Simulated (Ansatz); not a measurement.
```yaml
atoms:
  - { symbol: N, position_ang: [0.0000, 0.0000, 0.5046] }
  - { symbol: F, position_ang: [1.3147, 0.0000, -0.1308] }
  - { symbol: F, position_ang: [-0.6574, 1.1386, -0.1308] }
  - { symbol: F, position_ang: [-0.6574, -1.1386, -0.1308] }
```

Basis set: 6-31G* (spherical functions). Left uncorrelated: 4 orbitals. Charge 0, multiplicity 1.

Computed with Ansatz (development build ahead of 0.2.0); each method stands on the lowest determinant of its kind that the runs found. Restricted open shells among the atoms or ions are ROHF, correlated in semicanonical orbitals with singles.

The atomization energy at this shape (free ground-state atoms in the same class of orbitals less the molecule, no zero-point energy) of singlet NF₃:

| method | atomization energy |
| --- | --- |
| RHF | 82.0 kJ/mol |

(1) What does RHF-MP2 give?

Results:

(1) 772.8 kJ/mol. Caution: the shape is not the minimum.
